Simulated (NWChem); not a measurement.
System: PbSiH4O, singlet; SMILES [SiH3][Pb][OH]

NWChem printed, in part:

```
             Northwest Computational Chemistry Package (NWChem) 7.3.0
             --------------------------------------------------------

 C1  symmetry detected

                             Geometry "geometry" -> ""
                             -------------------------

 Output coordinates in angstroms (scale by  1.889725989 to convert to a.u.)

  No.       Tag          Charge          X              Y              Z
 ---- ---------------- ---------- -------------- -------------- --------------
    1 Pb                  82.0000     0.21933811     0.43777125     0.00009852
    2 O                    8.0000    -1.87516755     0.69380310    -0.00056517
    3 H                    1.0000    -2.36488161    -0.13772467     0.00822545
    4 Si                  14.0000    -0.02024045    -2.33113331     0.00038286
    5 H                    1.0000     1.26452832    -3.10101481     0.09771272
    6 H                    1.0000    -0.70992739    -2.78971520    -1.25461860
    7 H                    1.0000    -0.89073762    -2.78334614     1.13976346

 Effective nuclear repulsion energy (a.u.)     477.7699947704

 Summary of "ao basis" -> "ao basis" (spherical)
 ------------------------------------------------------------------------------
       Tag                 Description            Shells   Functions and Types
 ---------------- ------------------------------  ------  ---------------------
 Pb                         def2-svp                10       26   4s4p2d
 O                          def2-svp                 6       14   3s2p1d
 H                          def2-svp                 3        5   2s1p
 Si                         def2-svp                 8       18   4s3p1d

            General Information
            -------------------
          SCF calculation type: DFT
          Wavefunction type:  closed shell.
          No. of atoms     :     7
          No. of electrons :    48
           Alpha electrons :    24
            Beta electrons :    24
          Charge           :     0
          Spin multiplicity:     1
          Use of symmetry is: off; symmetry adaption is: off
          Maximum number of iterations: 150
          AO basis - number of functions:    78
                     number of shells:    36
          Convergence on energy requested:  1.00D-06
          Convergence on density requested:  1.00D-05
          Convergence on gradient requested:  5.00D-04

              XC Information
              --------------
          PerdewBurkeErnzerhof Exchange Functional  1.000
            Perdew 1991 LDA Correlation Functional  1.000 local
           PerdewBurkeErnz. Correlation Functional  1.000 non-local

             Grid Information
             ----------------
          Grid used for XC integration:  medium
          Radial quadrature: Mura-Knowles
          Angular quadrature: Lebedev.
          Tag              B.-S. Rad. Rad. Pts. Rad. Cut. Ang. Pts.
          ---              ---------- --------- --------- ---------
          Pb                  1.80      123          11.0       590
          O                   0.60       49          12.0       434
          H                   0.35       45          12.0       434
          Si                  1.10       88          11.0       590
          Grid pruning is: on
          Number of quadrature shells:   440
          Spatial weights used:  Erf1

      Superposition of Atomic Density Guess
      -------------------------------------

 Sum of atomic energies:        -584.78690751

      Non-variational initial energy
      ------------------------------

 Total energy =    -557.511555
 1-e energy   =   -1158.536858
 2-e energy   =     441.857573
 HOMO         =      -0.207474
 LUMO         =      -0.060819

   convergence    iter        energy       DeltaE   RMS-Dens  Diis-err
 ---------------- ----- ----------------- --------- --------- ---------
 d= 0,ls=0.0,diis     1   -559.5150981083 -7.19D+02  4.26D-02  8.34D-01
 d= 0,ls=0.0,diis     2   -556.5909209997  2.92D+00  3.60D-02  1.65D+01
 d= 0,ls=0.0,diis     3   -559.6229869488 -3.03D+00  5.26D-03  5.81D-02
 d= 0,ls=0.0,diis     4   -559.6305791200 -7.59D-03  2.52D-03  1.76D-02
 d= 0,ls=0.0,diis     5   -559.6336363735 -3.06D-03  7.58D-04  1.77D-03
  Resetting Diis
 d= 0,ls=0.0,diis     6   -559.6339357498 -2.99D-04  1.81D-04  1.97D-04
 d= 0,ls=0.0,diis     7   -559.6339619082 -2.62D-05  2.81D-04  4.66D-05
 d= 0,ls=0.0,diis     8   -559.6338764769  8.54D-05  1.97D-04  7.44D-04
 d= 0,ls=0.0,diis     9   -559.6339684920 -9.20D-05  2.92D-05  3.06D-06
 d= 0,ls=0.0,diis    10   -559.6339691712 -6.79D-07  5.91D-06  1.85D-07

         Total DFT energy =     -559.633969171241
      One electron energy =    -1161.098263762277
           Coulomb energy =      489.084249244099
    Exchange-Corr. energy =      -46.787685864053
 Nuclear repulsion energy =      159.167731210990

 Numeric. integr. density =       48.000022317778

                       DFT Final Molecular Orbital Analysis
                       ------------------------------------

 Vector   22  Occ=2.000000D+00  E=-2.502920D-01
              MO Center= -1.3D+00,  5.5D-01,  5.4D-03, r^2= 2.8D+00
   Bfn.  Coefficient  Atom+Function         Bfn.  Coefficient  Atom+Function
  ----- ------------  ---------------      ----- ------------  ---------------
    30      0.436600  2 O  px                31     -0.338372  2 O  py
    33      0.317152  2 O  px                11     -0.271625  1 Pb px
    34     -0.258892  2 O  py                 3     -0.173831  1 Pb s
     4     -0.169180  1 Pb s                  1      0.130756  1 Pb s
    21     -0.100893  1 Pb d  2               8      0.098283  1 Pb px

 Vector   23  Occ=2.000000D+00  E=-2.469145D-01
              MO Center= -1.7D+00,  6.1D-01, -4.1D-03, r^2= 1.4D+00
   Bfn.  Coefficient  Atom+Function         Bfn.  Coefficient  Atom+Function
  ----- ------------  ---------------      ----- ------------  ---------------
    32      0.589002  2 O  pz                35      0.443133  2 O  pz
    13      0.167442  1 Pb pz                16      0.156897  1 Pb pz
    20     -0.085443  1 Pb d  1              10     -0.060823  1 Pb pz
     7     -0.059506  1 Pb pz                25      0.050489  1 Pb d  1
    69      0.048588  6 H  s                 74     -0.045241  7 H  s

 Vector   24  Occ=2.000000D+00  E=-1.980206D-01
              MO Center=  8.9D-02, -8.2D-01,  1.0D-03, r^2= 4.5D+00
   Bfn.  Coefficient  Atom+Function         Bfn.  Coefficient  Atom+Function
  ----- ------------  ---------------      ----- ------------  ---------------
    12      0.373187  1 Pb py                57     -0.333895  4 Si py
    54     -0.293881  4 Si py                 3      0.245441  1 Pb s
    15      0.196933  1 Pb py                48     -0.189002  4 Si s
     4      0.163342  1 Pb s                 51      0.160934  4 Si py
    49     -0.152727  4 Si s                  1     -0.151178  1 Pb s

 Vector   25  Occ=0.000000D+00  E=-1.201369D-01
              MO Center=  7.1D-02,  2.9D-01,  4.3D-04, r^2= 3.9D+00
   Bfn.  Coefficient  Atom+Function         Bfn.  Coefficient  Atom+Function
  ----- ------------  ---------------      ----- ------------  ---------------
    13      0.560444  1 Pb pz                16      0.517574  1 Pb pz
    32     -0.240541  2 O  pz                35     -0.209868  2 O  pz
    10     -0.186902  1 Pb pz                 7     -0.181138  1 Pb pz
    70      0.140720  6 H  s                 75     -0.136051  7 H  s
    58      0.111226  4 Si pz                69      0.075805  6 H  s

 Vector   26  Occ=0.000000D+00  E=-4.776472D-02
              MO Center= -1.2D-01, -1.8D-02, -1.3D-03, r^2= 5.4D+00
   Bfn.  Coefficient  Atom+Function         Bfn.  Coefficient  Atom+Function
  ----- ------------  ---------------      ----- ------------  ---------------
    14      0.587215  1 Pb px                29      0.443801  2 O  s
    15     -0.335541  1 Pb py                11      0.331029  1 Pb px
    65     -0.289611  5 H  s                 56      0.278305  4 Si px
    42     -0.220591  3 H  s                 57     -0.216945  4 Si py
    30      0.185005  2 O  px                75      0.179292  7 H  s

 Vector   27  Occ=0.000000D+00  E=-1.598418D-02
              MO Center=  2.9D-01, -1.4D-01, -1.6D-04, r^2= 6.5D+00
   Bfn.  Coefficient  Atom+Function         Bfn.  Coefficient  Atom+Function
  ----- ------------  ---------------      ----- ------------  ---------------
    15      0.928214  1 Pb py                49      0.873683  4 Si s
    57      0.704650  4 Si py                12      0.402826  1 Pb py
     4     -0.392429  1 Pb s                  3     -0.372035  1 Pb s
    14      0.357550  1 Pb px                48      0.312084  4 Si s
    65     -0.215274  5 H  s                  1      0.207426  1 Pb s

     Multipole analysis of the density
     ---------------------------------

     L   x y z        total         alpha         beta         nuclear
     -   - - -        -----         -----         ----         -------
     0   0 0 0      0.000000    -24.000000    -24.000000     48.000000

     1   1 0 0      0.531961     12.700649     12.700649    -24.869336
     1   0 1 0      0.255426     24.945744     24.945744    -49.636062
     1   0 0 1      0.006601      0.008886      0.008886     -0.011170

     2   2 0 0    -36.986262    -85.777825    -85.777825    134.569388
     2   1 1 0      2.589717     13.384457     13.384457    -24.179197
     2   1 0 1     -0.024076      0.008654      0.008654     -0.041383
     2   0 2 0    -41.942652   -216.148569   -216.148569    390.354487
     2   0 1 1      0.005815     -0.012891     -0.012891      0.031596
     2   0 0 2    -34.810470    -22.552476    -22.552476     10.294481

                                 NWChem DFT Module
                                 -----------------

[...]
```

Level: PBE/def2-SVP with def2 effective core potentials on Pb, vertical spin-unrestricted ions. Low-valent species are run as closed-shell singlets; no triplet was tried in these runs. Coordinates come from a PBE0/def2-SVP optimisation. Not confirmed as a minimum by frequencies. def2 effective core potentials on Pb; no spin-orbit coupling.

**Question.** Write an input that gives this output.

**Answer.** One answer among several that fit: the input that was run:
```
start job
memory heap 200 mb stack 900 mb global 1100 mb
geometry units angstroms noautoz
  Pb     0.221408     0.495938    -0.005151
  O     -1.863838     0.818822    -0.003825
  H     -2.379880     0.003407     0.007777
  Si    -0.106592    -2.263878     0.002726
  H      1.153031    -3.074200     0.100448
  H     -0.812291    -2.703417    -1.250186
  H     -0.989560    -2.685067     1.144399
end
basis spherical
  * library def2-svp
end
ecp
  Pb library def2-ecp
end
dft
  xc xpbe96 cpbe96
  iterations 150
  vectors input atomic output neutral.movecs
end
task dft energy
charge 1
dft
  odft
  mult 2
  vectors input atomic output cation.movecs
end
task dft energy
```
